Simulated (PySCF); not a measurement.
Run record: geometry optimisation, Mo(CH)(OMe)3, `[CH]#[Mo]([O]C)([O]C)[O]C`.

Method: PBE0-D3(BJ)/def2-SVP geometry optimisation, gas phase, def2 core potentials past Kr (PySCF 2.14.0). Start geometry: GFN2-xTB. The input is one job of a driver script: a line of settings, then coordinates in Å.

Input:
```
{"job": {"xc": "PBE0", "basis": "def2-SVP", "d3": "d3bj", "grid": 1, "maxiter": 30, "shake": 0.03, "kind": "geom"}, "charge": 0, "multiplicity": 1}
Mo     0.067450    -0.067900    -0.150330
C      0.031330    -0.054390     1.644010
H      0.015560    -0.074880     2.699650
O      1.630540    -0.824000    -0.766790
C      2.683010    -1.512350    -0.408030
H      2.718190    -1.555960     0.717020
H      3.601600    -0.944880    -0.732560
H      2.753810    -2.485300    -0.828870
O     -0.056600     1.797330    -0.591170
C     -0.093180     3.084010    -0.160050
H     -0.105200     3.088870     0.940550
H     -0.978910     3.593990    -0.531400
H      0.706450     3.673460    -0.591150
O     -1.565270    -0.881570    -0.657210
C     -2.645060    -1.613010    -0.225590
H     -2.630170    -1.566190     0.900010
H     -2.613900    -2.576280    -0.622580
H     -3.576000    -1.064000    -0.557790
```

Output:
```
step   0  E = -451.59522695  max force = 0.090008
step   1  E = -451.62037370  max force = 0.050402
step   2  E = -451.62475519  max force = 0.020536
step   3  E = -451.62608829  max force = 0.005211
step   4  E = -451.62653376  max force = 0.002100
step   5  E = -451.62661608  max force = 0.002087
step   6  E = -451.62663384  max force = 0.000438
step   7  E = -451.62664321  max force = 0.000491
step   8  E = -451.62666105  max force = 0.000800
step   9  E = -451.62667925  max force = 0.001077
step  10  E = -451.62670279  max force = 0.000823
step  11  E = -451.62671881  max force = 0.000303
step  12  E = -451.62672359  max force = 0.000199
optimisation converged
```

Energies in Eh; «max force» is the largest Cartesian gradient component in Eh/bohr.

How much energy does the optimisation release, in kcal/mol?

E(step 0) − E(last step) = 0.031497 Eh, which is 19.8 kcal/mol.

In short: final energy -451.62672 Eh after 12 steps; dipole 1.70 D.

Where do the atoms end?

0.184 Å rms from the input after alignment:
```
atom  x, y, z in Å
Mo1    0.0003    0.0125   -0.3658
C2     0.0122   -0.0514    1.3528
H3     0.0178   -0.0929    2.4477
O4     1.5901   -0.8136   -0.8883
C5     2.6842   -1.4188   -0.2739
H6     2.5888   -1.3994    0.8261
H7     3.6137   -0.8962   -0.5580
H8     2.7692   -2.4689   -0.6026
O9    -0.0716    1.8320   -0.7753
C10   -0.1204    3.0391   -0.0808
H11   -0.0997    2.8758    1.0112
H12   -1.0432    3.5866   -0.3388
H13    0.7403    3.6707   -0.3602
O14   -1.5314   -0.9281   -0.8678
C15   -2.5808   -1.5929   -0.2375
H16   -2.4614   -1.5832    0.8604
H17   -2.6231   -2.6417   -0.5785
H18   -3.5412   -1.1129   -0.4929
```

Hardware: Arm Neoverse V1, one thread, no GPU, shared host with 32 logical CPUs at a one-minute load of 15. Cost: 4.2 min wall, 0.74 GiB resident at most.
Labels such as C1 count atoms from 1, the log's own numbers from 0.
